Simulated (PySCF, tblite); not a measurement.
Potential energy curve for H₂Se, SMILES [SeH2]. The Se1–H3 bond (Se1 also carries H; H3 carries nothing else) is pulled apart rigidly from the PBE0/def2-TZVP optimised geometry. Each curve is given relative to its own lowest point near equilibrium.

```
R / Å      A      B      C
-----  -----  -----  -----
1.17   153.1  168.3  112.8
1.25    70.7   78.2   43.8
1.32    29.0   32.1   14.1
1.39     7.5    8.1    1.7
1.42     2.8    3.0    0.0
1.47     0.0    0.0    0.5
1.52     2.1    2.6    4.2
1.57     8.0    9.5   10.2
1.61    15.0   17.5   16.2
1.69    33.6   38.2   30.7
1.84    79.6   87.3   63.0
1.97   121.8  133.8   94.0
2.18   164.3  207.2  146.2
2.42   189.3  281.1  202.1
2.65   201.5  338.8  247.6
2.90   208.1  386.6  286.3
3.25   212.2  428.1  321.7
3.59   213.8  443.4  339.9
3.93   214.5  438.2  348.4
4.43   214.9  403.3      —
5.15   215.1  322.2      —
```

Energies in kJ/mol.

Problem. Which curve belongs to which method? The methods are GFN2-xTB, 300 K electronic temperature (tblite); restricted MP2 (frozen core)/6-31G*, spherical d in PySCF; unrestricted Hartree-Fock/3-21G (PySCF).

Solution. A is UHF/3-21G; B is RMP2/6-31G*; C is GFN2-xTB.

A dash means that the run gave no value there, or that the column was ended at a point which the program doubted or which failed a test of continuity chosen for this set; such a test can also cut sound points.

The restricted form behind RMP2/6-31G* keeps the bonding electrons paired and can't separate into open-shell fragments. The unrestricted determinant behind UHF/3-21G is spin-contaminated at 1.97 to 5.15 Å (<S²> up to 1.0, against 0.00 for a pure singlet).
